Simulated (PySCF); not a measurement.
Species: adiponitrile, C₆H₈N₂.
Bonds: N1–C2 (triple), C2–C3, C3–C4, C4–C5, C5–C6, C6–C7, C7–N8 (triple). Hydrogens: H9, H10 on C3; H11, H12 on C4; H13, H14 on C5; H15, H16 on C6.

Computed with PySCF 2.14.0, PBE0-D3(BJ)/def2-SVP geometry optimisation, gas phase.

Task: List the bond lengths, angles and torsions at this level.

Result: 
| bond | length (bohr) | order |
| --- | --- | --- |
| N1≡C2, C7≡N8 | 2.187 | triple |
| C2–C3, C6–C7 | 2.757 | single |
| C3–C4, C5–C6 | 2.892 | single |
| C4–C5 | 2.875 | single |
| C3–H9 and 3 like bonds | 2.083 | single |
| C4–H11 and 3 like bonds | 2.083 | single |

Bonds in one row agree within 0.02 bohr and their mean is given. Orders are formal, as drawn. A selection of angles:
| angle | degrees |
| --- | --- |
| N1–C2–C3 | 177.9 |
| C2–C3–C4 | 112.7 |
| C3–C4–C5 | 113.2 |

Dihedral angles: C2–C3–C4–C5 -61° (synclinal); C3–C4–C5–C6 180° (antiperiplanar); C4–C5–C6–C7 61° (synclinal).

The 5 C–C bonds span 1.459 Å (C6–C7, drawn single) to 1.530 Å (C3–C4, drawn single), a spread of 0.071 Å. Of the pairs four or more bonds apart, C2···H13 is among the closest relative to their van der Waals radii: 2.70 Å, 93 % of the sum of Bondi's values.

Point group: Ci (tolerance 0.08 Å). Stationary, but not proved a minimum. One conformer, not necessarily the lowest.

The run took 40 s of wall time on one thread, x86-64 server, no GPU, shared host. This is the geometry optimisation.
